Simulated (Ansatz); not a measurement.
`[CH2]B(C)F` radical. The species carries charge 0 and has multiplicity 2. Geometry: relaxed with PBE0-D4/def2-TZVP.

```xyz
9

C     0.444    0.726   -1.292
B     0.072   -0.415   -0.335
C    -0.372   -0.249    1.155
F     0.138   -1.662   -0.825
H     0.748    0.544   -2.319
H     0.424    1.770   -0.996
H    -0.428    0.788    1.487
H     0.323   -0.784    1.813
H    -1.349   -0.717    1.312
```

Q: What is the dipole moment at PBE/def2-TZVPP? (An estimate is asked.)

A: The calculation gave: 1.42 D, with components (0.03, 1.40, 0.23) D in this frame, pointing from negative to positive charge.

Q: And with r2SCAN, B3LYP, ωB97M-V? (Estimate.)

A: The calculation gave: r2SCAN 1.46 D, B3LYP 1.52 D, ωB97M-V 1.51 D.

Q: Give the Mulliken charges with PBE, ωB97M-V, B3LYP in def2-TZVPP. (An estimate is asked.)

A: Computed: 
| atom | PBE | ωB97M-V | B3LYP |
| --- | --- | --- | --- |
| C1 | -0.24 | -0.29 | -0.26 |
| B2 | 0.28 | 0.30 | 0.31 |
| C3 | -0.36 | -0.36 | -0.33 |
| F4 | -0.22 | -0.26 | -0.27 |
| H5 | 0.12 | 0.14 | 0.13 |
| H6 | 0.11 | 0.14 | 0.13 |
| H7 | 0.09 | 0.10 | 0.09 |
| H8 | 0.11 | 0.12 | 0.10 |
| H9 | 0.11 | 0.12 | 0.10 |

B3LYP here is the variant with VWN-RPA as its local correlation; programs differ in this.
